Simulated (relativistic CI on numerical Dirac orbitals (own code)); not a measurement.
# Transition arrays of Sn XIV

Computed by Dirac-Coulomb-Breit CI, orbitals from a KLI potential per configuration, model QED (radiative potential, 1s self-energy scaled to tabulated hydrogen-like ionisation energies), valence Slater integrals scaled by 0.9, whole transition arrays (own radial code, finite nucleus).

CI space (outside the closed core [Ar] 3d10 4s2): 4p6 4d, 4p6 4f, 4p5 4d2, 4p6 5p, 4p6 5f. Levels of other configurations are missing.

All E1 lines from the levels of 4p6 4d; mean and standard deviation are weighted by gf, and upper levels are sorted by their leading configuration.

| Upper configuration | Lines | Σgf | Mean (eV) | Mean (nm) | σ (eV) | Strongest line (nm) |
| --- | --- | --- | --- | --- | --- | --- |
| 4p5 4d2 | 63 | 66.7 | 94.13 | 13.172 | 3.41 | 13.056 |
| 4p6 5p | 3 | 0.9 | 100.20 | 12.374 | 0.86 | 12.304 |
| 4p6 5f | 3 | 0.2 | 159.52 | 7.772 | 0.75 | 7.800 |

Σgf per state of the lower configuration in bins of 0.1 nm over the central range (centre: value): 12.35: 0.05, 12.45: 0.04, 12.85: 0.78, 12.95: 0.14, 13.05: 3.23, 13.15: 0.64, 13.25: 1.66.

(1) How do configuration mixing and the scaling of the Slater integrals move the arrays?

Answers

(1) Slater scale 0.9, no configuration mixing: 4p6 4f 82.3 ± 0.7 eV (Σgf 9.0), 4p5 4d2 91.8 ± 5.3 eV (Σgf 54.2), 4p6 5p 100.3 ± 0.9 eV (Σgf 1.4), 4p6 5f 159.5 ± 0.8 eV (Σgf 0.4); Slater scale 1: 4p5 4d2 96.1 ± 3.4 eV (Σgf 68.4), 4p6 5p 100.1 ± 0.8 eV (Σgf 0.6), 4p6 5f 159.5 ± 0.7 eV (Σgf 0.2); Slater scale 0.8: 4p5 4d2 92.1 ± 3.4 eV (Σgf 65.1), 4p6 5p 100.2 ± 0.9 eV (Σgf 1.1), 4p6 5f 159.5 ± 0.7 eV (Σgf 0.2). With mixing, levels are counted to their leading configuration, so an array can shrink or vanish into another, and the sums then hold other lines.
